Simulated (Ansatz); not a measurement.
`CO[SiH2]O[SiH3]` → CH₃OH + `[SiH]O[SiH3]` at 500 K and 1 bar (silylene formation by 1,1-elimination).

Gas-phase electronic energies from Ansatz, PBE0-D4/def2-TZVP geometries. CBS: MP2 limit from def2 TZ/QZ plus the TZ coupled-cluster correction, frozen cores. This one scheme is used for every species. One conformer a species, not always the lowest.

| species | CCSD(T)/CBS energy (Eh) | H − E (kJ/mol) | S (J/(mol·K)) |
| --- | --- | --- | --- |
| `CO[SiH2]O[SiH3]` | -771.48835 | 292.0 | 472.9 |
| CH₃OH | -115.61712 | 157.0 | 265.4 |
| `[SiH]O[SiH3]` | -655.75389 | 130.2 | 352.5 |

H − E and S are ideal-gas, rigid-rotor, harmonic terms from PBE0-D4/def2-TZVP, for one conformer and one mirror image of each species. 1 Eh = 2625.50 kJ/mol, R = 8.31446 J/(mol·K).

Problem. By hand: ΔE, ΔH, ΔS and ΔG.

Solution. ΔE = (-115.61712) + (-655.75389) − (-771.48835) = 0.11734 Eh = 308.1 kJ/mol. Δ(H − E) = 157.0 + 130.2 − 292.0 = -4.8, so ΔH = 303.3 kJ/mol. ΔS = 265.4 + 352.5 − 472.9 = 145.0 J/(mol·K). ΔG = 303.3 − 500 × (145.0)/1000 = 230.8 kJ/mol.

Problem. By hand: the equilibrium constant, and the temperature at which ΔG would vanish if ΔH and ΔS stayed fixed.

Solution. log₁₀ K = −ΔG/(RT ln 10) = -24.1. ΔG = 0 at ΔH/ΔS = 2092 K.

The number of gas molecules changes by +1, which sets the sign of ΔS. A doubt of 5 kJ/mol in ΔE shifts log₁₀ K by 0.5 here. Other conformers and mirror images would add mixing entropy, several J/(mol·K) or more a flexible species. Modes under 60 cm⁻¹, often nearly free rotors, make the harmonic entropy too high. These are equilibria of isolated gas molecules and say nothing of rates. Largest T1 diagnostic: 0.014 (customary marks: 0.02 for closed shells, 0.045 for open ones).
